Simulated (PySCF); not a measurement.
Sn(H)3(NHMe), CH₇NSn, SMILES C[NH][SnH3] at its B3LYP/def2-SVP optimised geometry (Å):

```
10

Sn     0.3957    -1.7236     0.0000
N     -0.1567     0.2604     0.0000
C     -1.5590     0.6458    -0.0263
H      2.1139    -1.7236     0.0000
H     -0.2498    -2.3920     1.4460
H     -0.2032    -2.6111    -1.3628
H      0.3951     0.8147    -0.6529
H     -2.0939     0.4545    -0.9818
H     -1.6678     1.7236     0.1942
H     -2.1139     0.1104     0.7634
```

Computed with PySCF with B3LYP/def2-TZVP, def2 effective core potentials past Kr. The core electrons that the potentials of Sn replace are not part of the density. Cells within 0.4 Å of a nucleus heavier than hydrogen are left out (blank, or x).

Map of the log10 of the electron density (e/bohr³), floored at −4 on the plane z = 0.0 Å:

```
|000000000000000000000000000|
|000000000000000000000000000|
|000000000000000000000000000|
|000000000000000000000000000|
|000000112211000000000000000|
|000001233322100000000000000|
|000012345443211000000000000|
|000023456654322210000000000|
|000124567764443321000000000|
|000124567765555432100000000|
|000234577776666543200000000|
|00023567xx77887653210000000|
|00123567xx78xx7653211000000|
|001234667677xx7653321100000|
|000234555566777654333210000|
|000123444456666655444321000|
|000012233345678766555432100|
|00000112234579x986676532100|
|0000000123467xxx86786542100|
|00000001234579x986666532100|
|000000012345678766555432100|
|000000012344566655444321000|
|000000001234445444333210000|
|000000001223333332221100000|
|000000000112222221110000000|
|000000000001111110000000000|
|000000000000000000000000000|
```
Scale: ten equal steps from -4.00 (start of '0') to 0.393 (end of '9'), in the order '0123456789'; x runs from -4.50 to 4.50, y from -4.50 (bottom) to 4.50 (top).
